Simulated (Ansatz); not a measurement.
Basis-set extrapolation for C2H9PSi2, SMILES `[SiH3][Si]1(P)CC1` (PBE0-D4/def2-TZVP geometry, frozen core, the Gaussian-basis code of Ansatz). Multiplicity 1, RHF reference.

```csv
,def2-TZVPP,def2-QZVPP
HF,-999.599463,-999.630465
MP2 correlation,-0.749580,-0.800756
CCSD(T) correlation,-0.857540,not run
```

Energies in hartree. Use E(X) = E(∞) + A·exp(−7.88·√X) for Hartree–Fock and E(X) = E(∞) + B·X^(−2.97) for correlation, with X = 3 and 4, and add CCSD(T) minus MP2 of the smaller set to the MP2 limit.

Question: What is the CCSD(T) energy at the basis-set limit?

Answer: HF limit: -999.630465 + (-0.031002) × 0.13774 = -999.63474. MP2 limit: -0.800756 + (-0.051176) × 0.74074 = -0.83866. Higher-order term: -0.857540 − (-0.749580) = -0.10796. Total: -1000.58136 hartree, 78.0 kcal/mol below CCSD(T)/def2-TZVPP.
